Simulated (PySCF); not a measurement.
Se(Cl)(SH) (ClHSSe), SMILES S[Se]Cl. Atoms are numbered in the order given.

```xyz
4

Se    -0.0423     0.0740     0.6727
Cl     1.5039     0.8579    -0.7064
S     -1.4546    -0.9349    -0.6360
H     -0.8552    -2.1419    -0.6852
```
Charge 0, spin multiplicity 1.

Geometry optimised at B3LYP-D3(BJ)/def2-TZVP. The values are those of a single conformer.

These are TDDFT-B3LYP/def2-SVPD (PySCF 2.14.0) values and carry that method's errors.

Vertical excitations. The molecule is in vacuum.

Problem. Estimate the UV-visible absorptions. (The exact figures need the calculation; the answer reports its results.)

Solution. 
```csv
state,energy (eV),λ (nm),f,main pairs
S1,2.89,430,0.001,HOMO→LUMO 100 %
S2,3.83,324,0.001,HOMO→LUMO+1 99 %
S3,4.48,277,0.044,HOMO−1→LUMO 87 %
S4,4.80,259,0.008,HOMO−2→LUMO 97 %
S5,5.01,248,0.010,HOMO−1→LUMO+1 93 %
S6,5.42,229,0.002,HOMO−3→LUMO 96 %
S7,5.56,223,0.006,HOMO→LUMO+2 95 %
S8,6.23,199,0.099,HOMO−2→LUMO+1 79 %
S9,6.47,192,0.025,HOMO−1→LUMO+2 94 %
S10,6.54,190,0.003,HOMO−3→LUMO+1 97 %
T1,2.21,562,0,HOMO→LUMO 99 %
T2,3.28,378,0,HOMO→LUMO+1 97 %
T3,3.68,337,0,HOMO−1→LUMO 95 %
T4,4.16,298,0,HOMO−2→LUMO 97 %
```
Triplets are in the Tamm–Dancoff approximation, which puts them higher than full response would, so one can lie above its singlet here.
